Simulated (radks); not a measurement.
Q: All-electron atom: Ca III in [Ar]. Calculated with a radial shooting solver on a logarithmic mesh with Libxc functionals: scalar-relativistic Kohn-Sham, r2SCAN, spin-unpolarised, spherical densities, finite nucleus; meta-GGA in the generalised Kohn-Sham scheme; Fermi nuclear charge, rms radius 3.4776 fm. Some entries of the table are withheld. Estimate them.

orbital  occ.  eigenvalue (eV)  r(max) (bohr)  <r^2> (bohr^2)
1s          2        -3982.768        0.05029        0.007948
2s          2        -436.3126         0.2994             (1)
2p          6              (2)         0.2467             (3)
3s          2         -63.8405         0.9926             (4)
3p          6         -43.7651          1.047             (5)

A: 
(1) 2s <r^2> (bohr^2): 0.1561
(2) 2p eigenvalue (eV): -354.3403
(3) 2p <r^2> (bohr^2): 0.1325
(4) 3s <r^2> (bohr^2): 1.533
(5) 3p <r^2> (bohr^2): 1.852
